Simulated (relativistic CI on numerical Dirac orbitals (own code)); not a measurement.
**Level scheme of O II**

Computed by Dirac-Coulomb-Breit CI, orbitals from a KLI potential per configuration, model QED (radiative potential, 1s self-energy scaled to tabulated hydrogen-like ionisation energies), valence Slater integrals scaled by 0.85, P86 correlation estimate, and configurations built on the next ion tied to the tabulated ionisation energy (semi-empirical) (own radial code, finite nucleus).

Configurations in the expansion (outside the closed core 1s2): 2s2 2p3, 2s 2p4, 2s2 2p2 3s, 2s2 2p2 3p, 2s2 2p2 3d, 2s2 2p2 4s, 2p5, 2s2 2p2 4p, 2s2 2p2 4d, 2s2 2p2 4f, 2s2 2p 3s2, 2s2 2p 3s 3p, 2s2 2p 3s 3d, 2s2 2p 3p2, 2s 2p3 3s. Levels of other configurations are missing.

| No. | Configuration | Term | J | E (eV) | % | Landé g | Lifetime (s) |
| --- | --- | --- | --- | --- | --- | --- | --- |
| 41 | 2s2 2p2 3p | 2P° | 3/2 | 28.7009 | 96 | 1.334 | 4.73e-09 |
| 42 | 2s2 2p2 3d | 4F | 7/2 | 28.7010 | 99 | 1.239 | 4.79e-09 |
| 43 | 2s2 2p2 3d | 4F | 9/2 | 28.7139 | 100 | 1.334 | 4.87e-09 |
| 44 | 2s2 2p2 3d | 4D | 3/2 | 28.8334 | 92 | 1.239 | 1.75e-09 |
| 45 | 2s2 2p2 3d | 4D | 1/2 | 28.8336 | 98 | 0.048 | 3.28e-09 |
| 46 | 2s2 2p2 3d | 4D | 5/2 | 28.8338 | 82 | 1.410 | 9.49e-10 |
| 47 | 2s2 2p2 3d | 4D | 7/2 | 28.8446 | 99 | 1.427 | 4.45e-09 |
| 48 | 2s2 2p2 3d | 4P | 5/2 | 28.8675 | 81 | 1.560 | 2.44e-10 |
| 49 | 2s2 2p2 3d | 4P | 3/2 | 28.8752 | 91 | 1.694 | 2.18e-10 |
| 50 | 2s2 2p2 3d | 4P | 1/2 | 28.8790 | 97 | 2.620 | 2.06e-10 |
| 51 | 2s2 2p2 3d | 2F | 5/2 | 28.9057 | 99 | 0.859 | 3.24e-10 |
| 52 | 2s2 2p2 3d | 2F | 7/2 | 28.9276 | 99 | 1.145 | 3.22e-10 |
| 53 | 2s2 2p2 3d | 2D | 3/2 | 29.0928 | 94 | 0.830 | 2.75e-10 |
| 54 | 2s2 2p2 3s | 2S | 1/2 | 29.0929 | 95 | 2.002 | 6.10e-10 |
| 55 | 2s2 2p2 3d | 2D | 5/2 | 29.1032 | 99 | 1.200 | 2.97e-10 |
| 56 | 2s2 2p2 3d | 2P | 3/2 | 29.1417 | 75 | 1.304 | 1.25e-10 |
| 57 | 2s2 2p2 3d | 2P | 1/2 | 29.1534 | 79 | 0.666 | 1.21e-10 |
| 58 | 2s2 2p2 4s | 4P | 1/2 | 29.6635 | 99 | 2.668 | 2.60e-09 |
| 59 | 2s2 2p2 4s | 4P | 3/2 | 29.6767 | 99 | 1.734 | 2.57e-09 |
| 60 | 2s2 2p2 4s | 4P | 5/2 | 29.6970 | 99 | 1.601 | 2.55e-09 |
| 61 | 2s2 2p2 4s | 2P | 1/2 | 29.8734 | 96 | 0.668 | 5.73e-10 |
| 62 | 2s2 2p2 4s | 2P | 3/2 | 29.8970 | 96 | 1.334 | 5.84e-10 |
| 63 | 2s 2p3 3s‡ | 6S° | 5/2 | 30.2519 | 100 | 2.002 |  |
| 64 | 2s2 2p2 4p | 2S° | 1/2 | 30.5106 | 98 | 2.004 | 9.46e-09 |
| 65 | 2s2 2p2 4p | 4D° | 1/2 | 30.5644 | 99 | 0.016 | 1.55e-08 |
| 66 | 2s2 2p2 4p | 4D° | 3/2 | 30.5703 | 97 | 1.213 |  |
| 67 | 2s2 2p2 4p | 4D° | 5/2 | 30.5812 | 97 | 1.378 | 1.52e-08 |
| 68 | 2s2 2p2 4p | 4D° | 7/2 | 30.5973 | 100 | 1.429 | 1.56e-08 |
| 69 | 2s2 2p2 4p | 4S° | 3/2 | 30.6139 | 52 | 1.903 | 3.23e-09 |
| 70 | 2s2 2p2 4p | 4P° | 1/2 | 30.6238 | 98 | 2.649 | 8.05e-09 |
| 71 | 2s2 2p2 4p | 4P° | 3/2 | 30.6380 | 65 | 1.820 |  |
| 72 | 2s2 2p2 4p | 4P° | 5/2 | 30.6409 | 97 | 1.596 | 8.09e-09 |
| 73 | 2s2 2p2 4p | 2D° | 3/2 | 30.8928 | 96 | 0.802 | 1.03e-08 |
| 74 | 2s2 2p2 4p | 2D° | 5/2 | 30.9153 | 97 | 1.201 | 1.03e-08 |
| 75 | 2s2 2p2 4p | 2P° | 1/2 | 30.9716 | 89 | 0.667 | 9.44e-09 |
| 76 | 2s2 2p2 4p | 2P° | 3/2 | 30.9822 | 89 | 1.331 |  |
| 77 | 2s2 2p2 3d | 2F | 7/2 | 31.0500 | 96 | 1.143 | 4.84e-10 |
| 78 | 2s2 2p2 3d | 2F | 5/2 | 31.0507 | 96 | 0.857 | 4.85e-10 |
| 79 | 2s2 2p2 3d | 2G | 9/2 | 31.1691 | 100 | 1.111 | 5.15e-09 |
| 80 | 2s2 2p2 3d | 2G | 7/2 | 31.1694 | 100 | 0.889 | 5.12e-09 |
| 81 | 2s2 2p2 3d | 2D | 3/2 | 31.2810 | 97 | 0.799 | 2.18e-10 |
| 82 | 2s2 2p2 3d | 2D | 5/2 | 31.2814 | 97 | 1.200 | 2.18e-10 |
| 83 | 2s2 2p2 3d | 2P | 1/2 | 31.3069 | 97 | 0.666 | 4.47e-10 |
| 84 | 2s2 2p2 3d | 2P | 3/2 | 31.3080 | 97 | 1.334 | 4.46e-10 |
| 85 | 2s2 2p2 3d | 2S | 1/2 | 31.5745 | 94 | 2.002 | 3.29e-10 |
| 86 | 2s2 2p2 4d | 4F | 3/2 | 31.6123 | 99 | 0.409 |  |
| 87 | 2s2 2p2 4d | 4F | 5/2 | 31.6186 | 97 | 1.037 |  |
| 88 | 2s2 2p2 4d | 4F | 7/2 | 31.6284 | 97 | 1.244 |  |
| 89 | 2s2 2p2 4d | 4F | 9/2 | 31.6425 | 100 | 1.334 |  |
| 90 | 2s2 2p2 4d | 4D | 1/2 | 31.6778 | 99 | 0.027 |  |
| 91 | 2s2 2p2 4d | 4D | 3/2 | 31.6789 | 95 | 1.212 | 6.71e-09 |
| 92 | 2s2 2p2 4d | 4D | 5/2 | 31.6815 | 89 | 1.381 | 4.22e-09 |
| 93 | 2s2 2p2 4d | 4D | 7/2 | 31.6904 | 97 | 1.423 |  |
| 94 | 2s2 2p2 4f | 2D° | 5/2 | 31.7170 | 38 | 0.955 | 3.79e-09 |
| 95 | 2s2 2p2 4f | 4D° | 7/2 | 31.7172 | 53 | 1.238 | 3.76e-09 |
| 96 | 2s2 2p2 4f | 4G° | 5/2 | 31.7253 | 58 | 0.850 | 3.78e-09 |
| 97 | 2s2 2p2 4f | 4D° | 7/2 | 31.7258 | 38 | 1.122 | 3.76e-09 |
| 98 | 2s2 2p2 4d | 4P | 5/2 | 31.7283 | 91 | 1.582 | 4.57e-10 |
| 99 | 2s2 2p2 4f | 4D° | 3/2 | 31.7327 | 42 | 0.906 | 3.81e-09 |
| 100 | 2s2 2p2 4f | 4D° | 5/2 | 31.7328 | 65 | 1.272 | 3.79e-09 |
| 101 | 2s2 2p2 4f | 4G° | 9/2 | 31.7336 | 67 | 1.178 | 3.75e-09 |
| 102 | 2s2 2p2 4f | 4G° | 7/2 | 31.7339 | 46 | 0.963 | 3.75e-09 |
| 103 | 2s2 2p2 4d | 4P | 3/2 | 31.7372 | 95 | 1.712 | 4.36e-10 |
| 104 | 2s2 2p2 4d | 4P | 1/2 | 31.7420 | 99 | 2.642 | 4.24e-10 |
| 105 | 2s2 2p2 4f | 4D° | 1/2 | 31.7457 | 100 | -0.002 | 3.77e-09 |
| 106 | 2s2 2p2 4f | 2D° | 3/2 | 31.7457 | 50 | 0.999 | 3.82e-09 |
| 107 | 2s2 2p2 4f | 4G° | 11/2 | 31.7526 | 100 | 1.273 | 3.74e-09 |
| 108 | 2s2 2p2 4f | 2G° | 9/2 | 31.7536 | 75 | 1.126 | 3.75e-09 |
| 109 | 2s2 2p2 4f | 4F° | 3/2 | 31.7640 | 84 | 0.494 | 3.79e-09 |
| 110 | 2s2 2p2 4f | 4F° | 5/2 | 31.7647 | 50 | 1.017 | 3.79e-09 |

Energies count from the lowest computed level; ° marks odd parity; lifetimes are radiative, by E1, M1, E2 decay to levels of this space only; some are left blank where a channel outside the calculation adds to the decay or the decay crosses a small, uncertain gap. ‡ marks configurations that were not tied to measured data.

The mean weight of the leading LS term, summed over parents, in these 70 levels is 88 %, and that of the leading jj configuration (from the same eigenvectors) 54 %, so LS coupling describes them better.

Configurations that consist of the next ion and one excited electron were tied to the tabulated ionisation energy; Rydberg ones are usually within 1,000 to 3,000 cm⁻¹ and the lowest ones within about 6,000 (9,000 in d shells), while levels on excited terms of the next ion carry the error of that term, and the other configurations can be misplaced by 10,000 cm⁻¹ or more. Rates follow the energies as ν³ (E1, M1) or ν⁵ (E2), so rates, branching and lifetimes can be off by large factors. The fine structure of a lone outer electron comes out too small, for d and f at times inverted, and misplaced configurations move strength between like terms. 59 of the 59 excited levels that our extract of the measured tables holds in this range could be paired (the sources list more); they are missed by 1307 cm⁻¹ on average and 6970 at most, and levels without a partner can miss by more.
